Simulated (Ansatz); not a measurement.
AsS₃ was relaxed with B3LYP-D4 (def2-SVP) in Ansatz in these states: neutral doublet, neutral quartet. The geometries follow in no particular order.

A:

```tsv
atom	x (Å)	y (Å)	z (Å)
As1	1.2830	0.7249	-0.6032
S2	-0.9697	-2.0536	0.8123
S3	0.5353	2.2684	0.5504
S4	-0.8486	-0.9396	-0.7595
```

B:

```xyz
4

As    0.463    0.071   -0.993
S    -0.468   -1.492    0.827
S     1.739    1.427   -0.177
S    -1.734   -0.006    0.343
```

Task: Judge from the bond lengths which geometry belongs to which state (an estimate).

Result: A is the neutral quartet (As1–S2 3.847 Å, As1–S4 2.709 Å, S2–S4 1.930 Å); B is the neutral doublet (As1–S2 2.573 Å, As1–S4 2.572 Å, S2–S4 2.011 Å).

At PBE0-D4/def2-TZVP a doublet lies 1.23 eV below the neutral quartet. These are the stationary points nearest to one start from a short search; other shapes may lie lower in each state.
